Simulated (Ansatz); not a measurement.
Reaction (germylene formation by 1,1-elimination): `[CH3][Ge]([CH3])([OH])[OH]` → `CC` + `[OH][Ge][OH]`

Program: Ansatz. Geometries: PBE0-D4/def2-TZVP. ΔE: electronic, gas phase. CCSD(T)/CBS adds triple-zeta CCSD(T) − MP2 to the extrapolated MP2 energy (def2 sets, frozen cores). This one scheme is used for every species. DFT in def2-TZVPP. B3LYP here is the variant with VWN-RPA as its local correlation; programs differ in this. For Ge outer-core shells are correlated without core-valence functions, which leaves a few kJ/mol of doubt a bond. Scalar relativity is left out up to krypton. Each species was taken in one conformer, which may not be the lowest.

| level | ΔE (kJ/mol) | difference from CCSD(T)/CBS |
| --- | --- | --- |
| PBE-QIDH | 104.8 | 17.6 |
| B3LYP | 43.4 | -43.8 |
| r2SCANh | 89.4 | 2.2 |
| CCSD/def2-SVP | 74.3 | -12.9 |
| CCSD(T)/def2-SVP | 74.1 | -13.1 |
| HF/def2-TZVPP | 72.2 | -15.0 |
| CCSD/def2-TZVPP | 97.7 | 10.5 |
| HF/def2-QZVPP | 70.0 | -17.2 |
| MP2/def2-QZVPP | 101.7 | 14.5 |
| HF/CBS(def2) | 69.7 | -17.5 |
| CCSD(T)/CBS | 87.2 | 0 |

Largest T1 diagnostic among the species: 0.015.

From BLYP to BHLYP (50 % exact exchange), in def2-TZVPP and without D4, ΔE moves by +47.6 kJ/mol. The D4 term adds +15.7 kJ/mol with B3LYP and +8.9 kJ/mol with PBE0; it sums over pairs of atoms, weighted by their polarisabilities, and B3LYP, whose exchange is more repulsive, gets the larger term.

CCSD(T)/CBS has its own doubt, a few kJ/mol and more with outer-core shells, so smaller differences from it don't rank the levels.
